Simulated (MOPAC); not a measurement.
MOPAC input (PM6):

```
PM6 1SCF UHF MS=0.5 GEO-OK AUX(PRECISION=9) THREADS=1
C2HO

C     1.21632400 1   -0.06610200 1   -0.33003600 1
C    -0.01604200 1   -0.01371800 1    0.04003500 1
O    -1.16868300 1    0.10870700 1    0.20657600 1
H     2.14777200 1   -0.39074100 1    0.08740000 1
```

From the output:

```
                                                       MOPAC v23.2.5 Linux

          FINAL HEAT OF FORMATION =         39.57762 KCAL/MOL =     165.59278 KJ/MOL

          COSMO AREA              =         74.95 SQUARE ANGSTROMS
          COSMO VOLUME            =         56.68 CUBIC ANGSTROMS

          IONIZATION POTENTIAL    =          9.769390 EV
          ALPHA SOMO LUMO (EV)    =        -10.433  0.393
          BETA  SOMO LUMO (EV)    =         -9.769 -1.962
          NO. OF ALPHA ELECTRONS  =          8
          NO. OF BETA  ELECTRONS  =          7
          MOLECULAR WEIGHT        =         41.0293         POINT GROUP:  Cs

          MOLECULAR DIMENSIONS (Angstroms)

            Atom       Atom       Distance
            H     4    O     3     3.35597
            O     3    C     1     0.48701
            C     2    C     1     0.00000

          SCF CALCULATIONS        =          1

   ATOM   CHEMICAL          X               Y               Z
  NUMBER   SYMBOL      (ANGSTROMS)     (ANGSTROMS)     (ANGSTROMS)

     1       C          1.21632400  *  -0.06610200  *  -0.33003600  *
     2       C         -0.01604200  *  -0.01371800  *   0.04003500  *
     3       O         -1.16868300  *   0.10870700  *   0.20657600  *
     4       H          2.14777200  *  -0.39074100  *   0.08740000  *

                             CARTESIAN COORDINATES

   1    C        1.216324000    -0.066102000    -0.330036000
   2    C       -0.016042000    -0.013718000     0.040035000
   3    O       -1.168683000     0.108707000     0.206576000
   4    H        2.147772000    -0.390741000     0.087400000

           Empirical Formula: C2 H O  =     4 atoms

      MOLECULAR POINT GROUP   :   Cs

          ALPHA EIGENVALUES
 -34.39209 -27.07431 -19.45931 -16.92127 -16.65135 -15.61178 -10.89368 -10.43330
   0.39317   0.46324   2.74607   4.80530   5.56973

           BETA EIGENVALUES
 -33.50010 -26.69528 -18.95483 -16.38023 -15.53304 -15.25530  -9.76939  -1.96228
   0.55322   1.74037   3.02494   5.02120   5.77307

              NET ATOMIC CHARGES AND DIPOLE CONTRIBUTIONS

  ATOM NO.   TYPE          CHARGE      No. of ELECS.   s-Pop       p-Pop
    1          C          -0.345374        4.3454     1.26350     3.08188
    2          C           0.380500        3.6195     1.11661     2.50289
    3          O          -0.238394        6.2384     1.84691     4.39148
    4          H           0.203268        0.7967     0.79673
 DIPOLE           X         Y         Z       TOTAL
 POINT-CHG.     1.388    -0.421     0.469     1.525
 HYBRID        -0.576    -0.171     0.652     0.887
 SUM            0.812    -0.593     1.121     1.506

          ATOMIC ORBITAL ELECTRON POPULATIONS

     Atom    s        px        py        pz
    1  C   1.26350   0.98236   0.86218   1.23733
    2  C   1.11661   0.88788   0.79340   0.82161
    3  O   1.84691   1.27672   1.47776   1.63699
    4  H   0.79673

                    (SZ)    =    0.500000
                    (S**2)  =    0.780368

          ATOMIC ORBITAL SPIN POPULATIONS

    Atom   Total    s     px     py     pz
         Atomic
    1  C  0.8465  0.020  0.041  0.612  0.173
    2  C -0.1233 -0.019 -0.021 -0.024 -0.059
    3  O  0.2995  0.008  0.013  0.247  0.032
    4  H -0.0226 -0.023

 **********************
 *                    *
 * JOB ENDED NORMALLY *
 *                    *
 **********************

 == MOPAC DONE ==
```

The geometry given is a B3LYP-D3(BJ)/def2-TZVP minimum.
